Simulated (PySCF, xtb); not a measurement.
C4H6Si, SMILES C(#C)[SiH2]C=C. The values are those of a single conformer.

Harmonic wavenumbers (cm⁻¹) from xtb with GFN2-xTB at its own minimum, in rising order: 40, 107, 210, 265, 294, 443, 516, 574, 647, 678, 683, 696, 750, 774, 920, 1010, 1029, 1276, 1426, 1672, 2195, 2209, 2223, 3024, 3068, 3093, 3351.

### Question
What does PBE0-D3(BJ)/def2-SVP in PySCF give at its own minimum? (The exact figures need the calculation; the answer reports its results.)

### Answer
69, 128, 240, 270, 324, 496, 619, 636, 709, 741, 748, 756, 859, 937, 995, 1012, 1041, 1272, 1419, 1688, 2166, 2230, 2238, 3140, 3165, 3237, 3474. Paired by order, the mean absolute difference is 56 cm⁻¹ and the zero-point energies are 47.4 and 49.5 kcal/mol.
